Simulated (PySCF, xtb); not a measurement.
C4H5ClSi, SMILES C1C(Cl)=C[SiH2]C=1.

Harmonic wavenumbers (cm⁻¹) from xtb with GFN2-xTB at its own minimum, in rising order: 148, 254, 269, 361, 456, 489, 512, 551, 611, 727, 750, 771, 779, 797, 838, 911, 1025, 1112, 1186, 1301, 1552, 1599, 2263, 2264, 3076, 3103, 3123.

What does PySCF with B3LYP-D3(BJ)/def2-SVP give at its own minimum? (An estimate is asked for; the answer gives what the named calculation found.)

149, 274, 293, 386, 512, 534, 587, 666, 699, 741, 751, 771, 822, 892, 947, 998, 1013, 1099, 1197, 1331, 1570, 1621, 2220, 2224, 3174, 3211, 3229. Paired by order, the mean absolute difference is 48 cm⁻¹ and the zero-point energies are 44.1 and 45.6 kcal/mol.
